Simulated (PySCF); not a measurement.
```xyz
3
charge 0 multiplicity 2, angstrom
Sc   -0.0121    0.0000   -1.6698
Se   -1.2164    0.0000    0.4785
Se    1.2233    0.0000    0.4608
```

Level of theory: UB3LYP in PySCF with Sc def2-SVP, Se def2-SVP; no relativity; density-fitted integrals.

This geometry of ScSe2 is a stationary point at this level.

Problem. What is the point group?

Solution. C2v.

Problem. Is it a minimum?

Solution. Yes: all harmonic wavenumbers are real.

Problem. List the harmonic modes with their infrared intensities.

Solution. 
```json
{"symmetry": "a1", "ω (cm⁻¹)": "232", "IR (km/mol)": "0.0"}
{"symmetry": "b2", "ω (cm⁻¹)": "240", "IR (km/mol)": "3.0"}
{"symmetry": "a1", "ω (cm⁻¹)": "371", "IR (km/mol)": "42.5"}
```

Problem. Give the atomic charges and bond orders.

Solution. 
```
 atom  Mulliken  Löwdin  polar tensor  spin (Mulliken)  Mayer order to Sc1
  Sc1      0.33   -0.03          0.72             1.06                   –
Se2,3     -0.16    0.01         -0.36            -0.03                1.32
```
Other Mayer orders above 0.3: Se–Se 0.92.

In C2v the vibrations span 2a1 + b2. Here b1 is antisymmetric to the molecular plane and b2 lies in it.

Other isomers or separated fragments may lie lower. With open d or f shells other occupations or spin states may lie lower.
